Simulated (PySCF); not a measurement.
# Working with the constants of InSb

UHF-CCSD(T) constants of InSb, ³Σ⁻ (triplet), unpaired electrons π ↑↑ (basis In def2-SVP with ECP28, Sb def2-SVP with ECP28; scalar-relativistic core potentials; PySCF 2.14; masses 114.9039 and 120.9038 u):

| Item | Value |
| --- | --- |
| ωe | 141.6 cm⁻¹ |
| ωexe | 0.318 cm⁻¹ |
| Be | 0.032121 cm⁻¹ |
| αe | 0.000100 cm⁻¹ |
| D (centrifugal) | 6.61e-09 cm⁻¹ |
| De to In + Sb | 1.25 eV |

Q: Give the vibrational terms G(v) and spacings up to v = 6.

A: G(v) = ωe(v+½) − ωexe(v+½)².

```tsv
v	G(v) (cm⁻¹)	G(v) − G(v−1)	Bv (cm⁻¹)
0	70.7		0.03207
1	211.7	141.0	0.03197
2	352.0	140.3	0.03187
3	491.7	139.7	0.03177
4	630.8	139.1	0.03167
5	769.2	138.4	0.03157
6	907.0	137.8	0.03147
```

Q: How well does the Morse estimate ωe²/(4ωexe) reproduce De, and what is D0?

A: It gives 1.95 eV, 156 % of the computed De. D0 = De − G(0) = 1.25 − 0.01 = 1.24 eV.

Correlated steps freeze 8 core orbitals. Correlated levels converge slowly with the basis: in double zeta they bind strong bonds too weakly, by up to about 1 eV, and carry superposition errors of some tenths. These are scalar-relativistic numbers at best; spin–orbit coupling would shift them, the dissociation energy most. The state was picked by a PBE0 search and need not be the measured ground state.
